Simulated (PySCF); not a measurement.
Ligands exchanged one at a time, Al SiH3-SH. All species are isolated molecules in the gas phase. One relaxed conformer stands for each flexible species; it need not be the lowest. Strings in code marks are SMILES.

Level of theory: PySCF 2.14.0 with M06-2X/def2-TZVP // PBE0-D3(BJ)/def2-TZVP. Excitations are Tamm–Dancoff values on a coarser integration grid. The basis has no diffuse functions, so Rydberg states are missing or too high.

| species | HOMO–LUMO gap (eV) | T1 excitation (TDA) (eV) |
|---|---|---|
| 0 of 3 SiH3 replaced by SH (`[SiH3][Al]([SiH3])[SiH3]`) | 6.26 | 2.91 |
| 1 of 3 SiH3 replaced by SH (`[Al]([SH])([SiH3])[SiH3]` (Si–Al–S–H torsion 0°)) | 6.86 | 3.47 |
| 2 of 3 SiH3 replaced by SH (`[Al]([SiH3])([SH])[SH]` (S–Al–S–H torsion -179°, S–Al–S–H torsion -1°)) | 7.94 | 4.54 |
| 3 of 3 SiH3 replaced by SH (`[SH][Al]([SH])[SH]`) | [?] | [?] |

**Question.** Some entries are withheld; supply them.

**Answer.** 
- 3 of 3 SiH3 replaced by SH (`[SH][Al]([SH])[SH]`), HOMO–LUMO gap (eV): 8.90
- 3 of 3 SiH3 replaced by SH (`[SH][Al]([SH])[SH]`), T1 excitation (TDA) (eV): 5.53
